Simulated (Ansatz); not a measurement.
Born–Oppenheimer molecular dynamics of GaH$_{3}$N (5 atoms, charge 0, multiplicity 2). It starts at the highest image of a converged band, a first-order saddle point between two minima.

Method: Ansatz, UKS B3LYP/def2-SVPD.

```
ensemble                      : NVE (velocity Verlet)
time step                     : 0.5 fs
steps asked                   : 200
starting velocities drawn for : 100 K
seed                          : 3219
```

First frame:

```xyz
5
Properties=species:S:1:pos:R:3
N -0.242 -0.391 0.070
Ga 0.672 1.249 1.091
H -1.162 -0.365 -0.369
H 0.226 -1.262 -0.180
H 0.556 0.696 -0.653
```

Problem. How far do the bonds stretch over the last three quarters of this one trajectory? (Pairs bonded in most of those frames.)

Solution. 
| bond | mean (Å) | spread (Å) | shortest | longest |
| --- | --- | --- | --- | --- |
| N1–Ga2 | 1.905 | 0.082 | 1.75 | 2.02 |
| N1–H3 | 1.023 | 0.015 | 1.00 | 1.05 |
| N1–H4 | 1.025 | 0.012 | 1.00 | 1.05 |
| Ga2–H5 | 1.718 | 0.124 | 1.48 | 1.93 |

Mean temperature of the second half: 1797 K. The conserved energy stayed within 0.17 meV per atom of its start (net change -0.044 meV per atom), so the integration is sound. The system heated up, since it started high on the potential surface and ran downhill. A run of 0.1 ps of so small a system gives no equilibrium averages.

Run time: 6.9 min on 2 threads of Arm Neoverse V1, with other jobs on the host, peak memory 0.19 GiB.
